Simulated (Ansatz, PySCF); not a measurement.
Gas-phase reaction in SMILES: CCCCCSC -> C[CH]CCCSC + H atom (the C-H bond at the site shown breaks; other sites are not compared here)
Structures are relaxed separately at B3LYP-D3(BJ)/def2-TZVP in Ansatz (an electronic-structure program), one conformer each, not searched for the lowest.

Quantity: bond dissociation energy (0 K, with B3LYP-D3(BJ) harmonic zero-point energies from PySCF), in kcal/mol. Cores are frozen in the correlated levels unless marked. UHF or UKS for open shells. Spin-orbit coupling is left out. Non-relativistic. CBS marks a two-point X^-3 extrapolation of the correlation energy; Hartree-Fock from the larger set. The bracket is a focal-point correction in the basis named.

RI-MP2/CBS(cc-pV(T+d)Z,cc-pV(Q+d)Z)+[CCSD(T)-MP2]/cc-pV(T+d)Z (Ansatz) gives 98.0 kcal/mol.

Task: Another calculation gave 96.1 kcal/mol. Which level was it?
A. SVWN5/def2-TZVPD (Ansatz)
B. wB97X-V/def2-TZVPD (Ansatz)
C. revPBE/def2-TZVPD (Ansatz)
D. PBE0/def2-TZVPD (Ansatz)

Result: B, wB97X-V/def2-TZVPD (Ansatz). The others give 92.3 (PBE0), 103.2 (SVWN5), 89.7 (revPBE) kcal/mol.
